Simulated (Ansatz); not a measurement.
```yaml
crystal:
  periodic: [false, false, false]
  atoms:
    - {symbol: C, position_ang: [-1.209115, 1.668451, 0.024365]}
    - {symbol: C, position_ang: [-0.122453, 1.025183, 0.434322]}
    - {symbol: C, position_ang: [-0.043098, -0.427954, 0.728822]}
    - {symbol: Ge, position_ang: [0.939268, -1.388112, -0.686004]}
    - {symbol: H, position_ang: [-2.158037, 1.155880, -0.101659]}
    - {symbol: H, position_ang: [-1.188172, 2.728501, -0.197747]}
    - {symbol: H, position_ang: [0.805528, 1.584430, 0.542461]}
    - {symbol: H, position_ang: [-1.037443, -0.873777, 0.807004]}
    - {symbol: H, position_ang: [0.486652, -0.614739, 1.667216]}
    - {symbol: H, position_ang: [2.319386, -0.737971, -0.890105]}
    - {symbol: H, position_ang: [0.148446, -1.310586, -2.002098]}
    - {symbol: H, position_ang: [1.135940, -2.864308, -0.292675]}
basis:
  gaussian: {orbitals: def2-TZVP}
magnetization: {spin_polarized: true, initial_magnetization: 6}
hamiltonian: {xc: {name: B97}}
```

```sh
$ ansatz run in.yaml --threads 4 --pin off --events-out ev --progress --plain --max-ram 10444MiB
```

Shortened log:

```
Functional definition: B97
1281 factors; their error is unknown
mean field evaluation 1: about -59708.0082 eV, gradient 6.4e1 eV
mean field evaluation 2: about -59334.8968 eV, gradient 2.1e2 eV
mean field evaluation 4: about -59726.7266 eV, gradient 3.4e1 eV
mean field evaluation 8: about -59735.5483 eV, gradient 8.5e-1 eV
mean field evaluation 16: about -59735.6131 eV, gradient 1.6e-1 eV
mean field evaluation 32: about -59735.8051 eV, gradient 5.9e-3 eV
mean field -59735.80510760 eV, -2195.2503473213 hartree, gradient 5.1e-6 eV, S^2 12.013023; 9 other end points of the search recorded, 0 dependent functions left out
reference -59735.80515615 eV, -2195.2503491056 hartree; 32, 26 occupied and 157, 163 virtual orbitals, 1281 factors
Total energy: -59735.80515615 eV, -2195.2503491056 hartree
```

In this input the spin is set far too high for this molecule. Self-consistency was reached. The result belongs to that input, not to the molecule as meant.
